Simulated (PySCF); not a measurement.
C₃H₈O₂Si, SMILES C=C[Si@@H](O)OC.

The structure is a stationary point at PBE0-D3(BJ)/def2-SVP. The structure was generated by enumeration; whether it is a known compound was not checked. One conformer was computed; it need not be the lowest.

The numbers are results of TDA-LC-ωPBE/def2-SVPD in PySCF, not measurements.

Vertical excitations. The molecule is in vacuum.

```
state  energy (eV)  λ (nm)      f                                                                    main pairs
-----  -----------  ------  -----  ----------------------------------------------------------------------------
S1            6.80     182  0.004                          HOMO−2→LUMO 40 %, HOMO−3→LUMO 25 %, HOMO−1→LUMO 13 %
S2            7.71     161  0.456                                                                HOMO→LUMO 85 %
S3            8.07     154  0.094                                                              HOMO−1→LUMO 66 %
S4            8.33     149  0.051        HOMO→LUMO+1 30 %, HOMO−3→LUMO 24 %, HOMO→LUMO+3 13 %, HOMO−2→LUMO 10 %
S5            8.36     148  0.050        HOMO−2→LUMO 24 %, HOMO→LUMO+3 22 %, HOMO−3→LUMO 16 %, HOMO→LUMO+1 12 %
S6            8.53     145  0.024        HOMO−4→LUMO 31 %, HOMO−5→LUMO 11 %, HOMO−3→LUMO+1 9 %, HOMO−3→LUMO 9 %
S7            8.66     143  0.013    HOMO−1→LUMO+1 34 %, HOMO−1→LUMO+2 13 %, HOMO−2→LUMO 7 %, HOMO−1→LUMO+6 6 %
S8            8.95     139  0.012     HOMO−2→LUMO+1 22 %, HOMO−7→LUMO 12 %, HOMO−5→LUMO 10 %, HOMO−3→LUMO+2 9 %
S9            9.02     137  0.013  HOMO−3→LUMO+1 14 %, HOMO−2→LUMO+2 13 %, HOMO−1→LUMO+3 7 %, HOMO−1→LUMO+5 6 %
S10           9.20     135  0.012       HOMO−2→LUMO+1 23 %, HOMO−1→LUMO+3 9 %, HOMO→LUMO+2 9 %, HOMO→LUMO+5 7 %
T1            4.03     308      0                                              HOMO→LUMO 62 %, HOMO→LUMO+1 12 %
T2            6.11     203      0                          HOMO−2→LUMO 40 %, HOMO−3→LUMO 25 %, HOMO−1→LUMO 11 %
T3            7.73     160      0            HOMO−1→LUMO 45 %, HOMO→LUMO 11 %, HOMO−4→LUMO 8 %, HOMO−5→LUMO 7 %
T4            7.89     157      0         HOMO−3→LUMO 25 %, HOMO−2→LUMO 17 %, HOMO−5→LUMO 16 %, HOMO−7→LUMO 8 %
```
Triplets are in the Tamm–Dancoff approximation.
